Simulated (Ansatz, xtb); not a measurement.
**Two isomers of C5H5NO2**

Structure I is `N#C[C@@H]1C[C@@H](C=O)O1`, a singlet and structure II is `N#C[C@@H]1CO[C@H]1C=O`, a singlet. Both are isolated molecules in the gas phase, relaxed with B3LYP/def2-SVP; the shapes shown needn't be the lowest conformers.

I (Å):

```yaml
atoms:
  - { symbol: C, position_ang: [-0.9856, 0.0351, 2.5180] }
  - { symbol: C, position_ang: [-0.0545, -0.4214, 1.4768] }
  - { symbol: C, position_ang: [0.8664, 0.6604, 0.8520] }
  - { symbol: C, position_ang: [0.1114, 0.3337, -0.4451] }
  - { symbol: C, position_ang: [0.9141, -0.2920, -1.5720] }
  - { symbol: N, position_ang: [-1.7160, 0.4068, 3.3367] }
  - { symbol: O, position_ang: [2.0846, -0.0828, -1.7568] }
  - { symbol: O, position_ang: [-0.7068, -0.6588, 0.2147] }
  - { symbol: H, position_ang: [0.4634, -1.3256, 1.8426] }
  - { symbol: H, position_ang: [0.7274, 1.6746, 1.2446] }
  - { symbol: H, position_ang: [1.9342, 0.4077, 0.8259] }
  - { symbol: H, position_ang: [-0.5034, 1.1540, -0.8657] }
  - { symbol: H, position_ang: [0.3162, -0.9805, -2.2244] }
```

II (Å):

```yaml
atoms:
  - { symbol: C, position_ang: [-1.7552, -1.5816, -1.2466] }
  - { symbol: C, position_ang: [-0.3650, -1.1567, -1.3087] }
  - { symbol: C, position_ang: [0.4920, -1.2973, -0.0193] }
  - { symbol: C, position_ang: [-0.0567, 0.3516, -1.1432] }
  - { symbol: C, position_ang: [0.7423, 0.9911, -2.2680] }
  - { symbol: N, position_ang: [-2.8627, -1.9165, -1.1778] }
  - { symbol: O, position_ang: [0.7840, 0.1111, -0.0042] }
  - { symbol: O, position_ang: [0.8157, 0.5406, -3.3809] }
  - { symbol: H, position_ang: [0.1059, -1.5642, -2.2164] }
  - { symbol: H, position_ang: [1.3995, -1.9144, -0.1215] }
  - { symbol: H, position_ang: [-0.0743, -1.6136, 0.8720] }
  - { symbol: H, position_ang: [-0.9297, 0.9880, -0.8986] }
  - { symbol: H, position_ang: [1.2887, 1.9192, -1.9597] }
```

Problem. Which of the two would you expect CCSD(T)/def2-SVP + ΔMP2/def2-TZVPP electronic energies to favour?

Solution. CCSD(T)/def2-SVP + ΔMP2/def2-TZVPP gives E(II) − E(I) = −0.57 kcal/mol, slightly favouring structure II, which is too small a margin to settle the true order.

Level by level:

```csv
level,geometry,E(II) − E(I) (kcal/mol),departure from the last row (kcal/mol),"job, with rough time for the two"
GFN2-xTB,GFN2-xTB,−1.34,−0.77,"optimisation, 0.32 s"
HF/STO-3G,GFN2-xTB,+0.63,+1.20,"single point, 0.62 s"
r2SCAN-D4/def2-SVP,GFN2-xTB,−0.34,+0.24,"single point, 4.1 s"
B3LYP/def2-SVP,B3LYP/def2-SVP,−0.43,+0.15,"optimisation, 2 min"
HF/def2-SVP,B3LYP/def2-SVP,−0.74,−0.17,part of the CCSD(T) run
MP2/def2-SVP,B3LYP/def2-SVP,−0.57,+0.01,part of the CCSD(T) run
CCSD(T)/def2-SVP,B3LYP/def2-SVP,−0.39,+0.18,single point
CCSD(T)/def2-SVP + ΔMP2/def2-TZVPP,B3LYP/def2-SVP,−0.57,,"single point, 57 s"
```

As drawn, both hold the same kinds of bond in the same numbers.

The largest departure from CCSD(T)/def2-SVP + ΔMP2/def2-TZVPP is that of HF/STO-3G, 1.20 kcal/mol. The last row adds to CCSD(T) the change of the MP2 difference between the two basis sets, here −0.18 kcal/mol.

With thermal terms from frequencies at re-optimised GFN2-xTB minima (ideal gas, soft modes damped towards free rotors, one conformer each, 298.15 K, 1 atm): on the last row, ΔE + ΔZPE = −0.56, ΔH = −0.59, ΔG = −0.60 kcal/mol.

The correlated steps freeze 8 core orbitals. Codes used: Ansatz 0.2.0, xtb 6.7.1; the last row on 2 threads of Intel(R) Xeon(R) 6975P-C (Granite Rapids) on a shared host.
